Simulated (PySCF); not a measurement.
# Ge (germanium, neutral) across methods

[Ar] 3d10 4s2 4p1 5s1, 5s spin antiparallel (an excited configuration). Calculation: PySCF 2.14, in aug-cc-pVTZ-DK; scalar relativity by spin-free X2C-1e.

| method | E (hartree) | mean ε 4s β (eV) | mean ε 4p α (eV) | mean ε 5s β (eV) | Σ⟨r²⟩ (bohr²) | ⟨S²⟩ |
| --- | --- | --- | --- | --- | --- | --- |
| MN15 | -2099.920 | -16.484 | -8.646 | -1.986 | 68.99 | 1.005 |
| r2SCAN0 | -2098.489 | -15.849 | -8.480 | -2.214 | 70.69 | 1.006 |
| r2SCAN | -2098.522 | -14.832 | -7.514 | -1.919 | 70.78 | 1.005 |
| UHF | -2096.88221 | -17.762 | -10.893 | -2.796 | 72.14 | 1.010 |
| PBE0 | -2098.288 | -15.702 | -8.173 | -2.220 | 70.94 | 1.003 |
| PBE | -2098.264 | -14.667 | -7.069 | -1.899 | 70.64 | 1.002 |
| wB97X-V | -2098.365 | -18.143 | -10.286 | -3.023 | 70.50 | 1.003 |
| LDA | -2095.254 | -14.984 | -7.051 | -1.843 | 69.43 | 1.001 |
| M06-2X | -2098.635 | -15.748 | -9.126 | -2.485 | 70.13 | 1.003 |

The outer electron is Rydberg-like, and this basis confines it to a smaller radius and binds it less than a complete one would. With the s spin flipped the determinant is a mixture of two multiplicities, not a spectroscopic state.
